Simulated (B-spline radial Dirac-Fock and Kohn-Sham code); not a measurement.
**Atomic SCF run for Sc²⁺**

ΔSCF core binding energies without Breit or QED terms, calculated with a B-spline atomic structure program. Keys: rel is the Hamiltonian (dirac, or spin-free x2c and nr, where L3 and M5 stand for the whole 2p and 3d shells), method is hf or an exchange,correlation pair (spin-unpolarised, also for the hole states), nuc the nuclear model, radius_factor scales its radius, rmax is the box in bohr, h the logarithmic mesh step, order the B-spline order, points the quadrature points per cell, c_factor scales the speed of light, and damp, ndamp, maxit and tol steer the iteration. The run stops when the commutator error falls below 10·tol·max(1, Z/10), or the numerical noise floor, and the energy has settled to about 1e-8 Ha; the virial ratio is −V/T.

Input (task.json):

```json
{"items": [{"Z": 21, "q": 2, "cfg": [[1, 0, 2], [2, 0, 2], [2, 1, 6], [3, 0, 2], [3, 1, 6], [3, 2, 1]], "A": 45, "rrms": 3.5459, "do": "settings", "holes": ["K", "L3", "M5"],
  "settings": [{"rel": "dirac", "method": "pbee", "nuc": "fermi", "radius_factor": 1.0, "rmax": 45.0, "h": 0.3, "order": 8, "points": 10, "c_factor": 1.0, "maxit": 67, "damp": 0.5, "ndamp": 3, "tol": 1e-08}]}]}
```

Command: `python xray2_run.py task.json out`

The program stops without a result: KeyError: "LibXCFunctional: name 'PBEE' not found.".

Problem. One setting is unsound. Which, and why?

Solution. method names a functional that the program does not serve. With the default settings (Dirac Hartree-Fock): The ground state converged in 10 iterations, with total energy -762.73187 Ha, virial ratio 1.99044 and highest orbital energy -24.44 eV. ΔSCF binding energies: K (1s) 4523.3 eV, L3 (2p3/2) 428.1 eV. Holes are computed only in closed shells, and unreliable hole states are left out.
